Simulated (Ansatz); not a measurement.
`C[SiH](C)[AlH2]` + `BN` → `BN[SiH](C)C` + `[AlH3]` at 500 K and 1 bar (cleavage of the Si–Al bond).

Gas-phase electronic energies from Ansatz, PBE0-D4/def2-TZVP geometries. CCSD(T)/CBS adds triple-zeta CCSD(T) − MP2 to the extrapolated MP2 energy (def2 sets, frozen cores). This one scheme is used for every species. Each species was taken in one conformer, which may not be the lowest.

| species | CCSD(T)/CBS energy (Eh) | H − E (kJ/mol) | S (J/(mol·K)) |
| --- | --- | --- | --- |
| `C[SiH](C)[AlH2]` | -612.61135 | 306.2 | 450.8 |
| `BN` | -81.93499 | 148.8 | 257.4 |
| `BN[SiH](C)C` | -450.78732 | 375.3 | 448.6 |
| `[AlH3]` | -243.78045 | 68.7 | 232.2 |

H − E and S are ideal-gas, rigid-rotor, harmonic terms from PBE0-D4/def2-TZVP, for one conformer and one mirror image of each species. 1 Eh = 2625.50 kJ/mol, R = 8.31446 J/(mol·K).

By hand: ΔE, ΔH, ΔS and ΔG.

ΔE = (-450.78732) + (-243.78045) − (-612.61135) − (-81.93499) = -0.02143 Eh = -56.3 kJ/mol. Δ(H − E) = 375.3 + 68.7 − 306.2 − 148.8 = -11.0, so ΔH = -67.3 kJ/mol. ΔS = 448.6 + 232.2 − 450.8 − 257.4 = -27.4 J/(mol·K). ΔG = -67.3 − 500 × (-27.4)/1000 = -53.6 kJ/mol.

By hand: the equilibrium constant, and the temperature at which ΔG would vanish if ΔH and ΔS stayed fixed.

log₁₀ K = −ΔG/(RT ln 10) = 5.6. ΔG = 0 at ΔH/ΔS = 2456 K.

ΔH outweighs TΔS. A doubt of 5 kJ/mol in ΔE shifts log₁₀ K by 0.5 here. Other conformers and mirror images would add mixing entropy, several J/(mol·K) or more a flexible species. Modes under 60 cm⁻¹, often nearly free rotors, make the harmonic entropy too high. These are equilibria of isolated gas molecules and say nothing of rates. Largest T1 diagnostic: 0.012 (customary marks: 0.02 for closed shells, 0.045 for open ones).
